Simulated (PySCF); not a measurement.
Species: 3-bromopropyne, C₃H₃Br.
SMILES with atom numbers: `[CH:1]#[C:2][CH2:3][Br:4]` (hydrogens: H5 on C1; H6, H7 on C3)

Computed with PySCF 2.14.0, PBE0-D3(BJ)/def2-TZVP geometry optimisation, gas phase.

Question: List the bond lengths and angles at this level.

Answer: 
```csv
bond,length (bohr),order
C1≡C2,2.267,triple
C2–C3,2.716,single
C3–Br4,3.698,single
C1–H5,2.011,single
"C3–H6, C3–H7",2.057,single
```

Bonds in one row agree within 0.02 bohr and their mean is given. Orders are formal, as drawn. A selection of angles:
```csv
angle,degrees
C2–C1–H5,179.7
C1–C2–C3,179.3
C2–C3–Br4,112.0
C2–C3–H6,111.8
Br4–C3–H6,105.7
H6–C3–H7,109.6
```

The 4 heavy atoms lie in one plane (0.000 Å rms). The C–C distances run from 1.199 Å (C1≡C2, drawn triple) to 1.437 Å (C2–C3, drawn single), a spread of 0.238 Å.

Point group: Cs (every atom within 0.08 Å of its image). No frequency check.

Time: 39 s; peak memory 0.63 GiB. Hardware: one thread, Intel Xeon Platinum 8488C (x86_64), shared host. These figures are those of the optimisation.
